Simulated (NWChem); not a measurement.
C4H5F; SMILES C(C)(F)=C=C

Program: NWChem. Pople sets run with spherical d functions. All runs use the structure optimised with PBE0/def2-SVP. Level r2SCAN/6-31G*: energy and gradient on several grids; changes count from the extra-fine grid, which is no exact limit either.

```csv
grid,size of the energy change (μHa),largest change of a gradient component (μHa/bohr),"time, medium = 1 (rough)"
xcoarse,3000,9000,about 1
coarse,60,300,about 1
medium,< 10,70,about 1
fine,30,< 30,about 1
xfine,< 10,< 30,2
```
